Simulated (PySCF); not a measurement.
A structure optimised at r2SCAN-D4/def2-SVP, used in a PySCF frequency run:

```xyz
11

Si     0.0000     0.0000    -0.5500
C      1.5525     0.0000     0.5124
C     -1.5525     0.0000     0.5124
H      0.0000     1.2076    -1.4373
H      0.0000    -1.2076    -1.4373
H      1.5877    -0.8906     1.1608
H      2.4626     0.0000    -0.1083
H      1.5877     0.8906     1.1608
H     -2.4626     0.0000    -0.1083
H     -1.5877    -0.8906     1.1608
H     -1.5877     0.8906     1.1608
```
Charge 0, spin multiplicity 1.

Task: Write its SMILES, formula and point group.

Result: C[SiH2]C, C2H8Si, C2v

Task: What are its rotational constants (standard atomic weights)?

Result: 16.558, 5.8473, 4.8281 GHz
